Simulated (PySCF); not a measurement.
**Nuclear quadrupole coupling in `C#CCC[Si@H]1C[C@H](C#N)C1`**

Compound: C8H11NSi.
Structure used (GFN2-xTB), in Å, numbered top down from 1:
```xyz
21
C8H11NSi angstrom
C      2.5806    1.6412   -1.4319
C      2.5074    0.4627   -1.2383
C      2.4199   -0.9574   -0.9705
C      1.3994   -1.2548    0.1319
Si    -0.3493   -0.6827   -0.3406
C     -1.6875   -0.8242    1.0221
C     -1.9653    0.6976    0.9399
C     -3.2550    0.9593    0.3704
N     -4.2787    1.1541   -0.1031
C     -0.8299    1.1401   -0.0183
H      2.6473    2.6715   -1.6167
H      3.4102   -1.3198   -0.6755
H      2.1321   -1.4727   -1.8910
H      1.3967   -2.3290    0.3202
H      1.7243   -0.7720    1.0551
H     -0.7575   -1.2087   -1.6480
H     -2.5637   -1.4248    0.7909
H     -1.3430   -1.1170    2.0111
H     -1.9176    1.1938    1.9131
H     -1.1941    1.7092   -0.8702
H     -0.0853    1.7505    0.4875
```

Field gradients from the PBE0/pcSseg-1 density (PySCF, non-relativistic), principal values in atomic units, ordered |Vxx| ≤ |Vyy| ≤ |Vzz|:

```
atom     Vxx     Vyy      Vzz
  N9  0.4561  0.4901  -0.9462
```

Task: Find the asymmetry η = (Vxx − Vyy)/Vzz and the couplings χ = eQV/h (234.96 MHz × Q in barn × V in au), with Q(14N) = 0.02044 b.

Result: 
```json
{"atom": "N9", "environment": "nitrile nitrogen", "nucleus": "14N", "η": "0.04", "χzz (MHz)": "-4.544", "χxx (MHz)": "2.191", "χyy (MHz)": "2.354"}
```

The gradient is axial or nearly so (η below 0.05) at N9. The tensor is traceless: Vxx + Vyy + Vzz = 0.

Task: What is Vzz at N9 in SI units (1 au = 9.71736 × 10²¹ V/m²)?

Result: -0.9462 au = -9.195 × 10²¹ V/m².

Task: And the gradient at the other heavy atoms, for which no coupling is worked out here?

Result: 
```tsv
atom	environment	Vzz (au)	η
C1	terminal alkyne carbon	-0.272	0.06
C2	alkyne carbon	-0.306	0.01
C3	propargylic carbon	0.117	0.74
C4	sp3 carbon bound to silicon	0.111	0.64
Si5	SiH silicon	0.316	0.38
C6	sp3 carbon bound to silicon	0.168	0.52
C7	sp3 carbon next to a nitrile	0.145	0.23
C8	nitrile carbon	-0.419	0.01
C10	sp3 carbon bound to silicon	0.170	0.39
```

Task: What couplings would deuterons (Q(2H) = 0.00286 b) have in place of the hydrogens, at this geometry?

Result: 
```csv
atom,bonded to,bond length (Å),Vzz (au),η,χzz (kHz)
H11,C1,1.049,0.3970,0.00,267
H12,C3,1.095,0.2966,0.02,199
H13,C3,1.094,0.2976,0.01,200
H14,C4,1.091,0.3122,0.03,210
H15,C4,1.091,0.3091,0.04,208
H16,Si5,1.467,0.1590,0.02,107
H17,C6,1.087,0.3175,0.06,213
H18,C6,1.087,0.3216,0.05,216
H19,C7,1.093,0.2985,0.04,201
H20,C10,1.087,0.3173,0.06,213
H21,C10,1.088,0.3202,0.05,215
```

Geometry: GFN2-xTB, one conformer, isolated molecule. GFN2-xTB bond lengths can be off by several hundredths of an ångström, more for odd bonds, and the gradients follow them. With a basis this small, the couplings can be 20 % off.
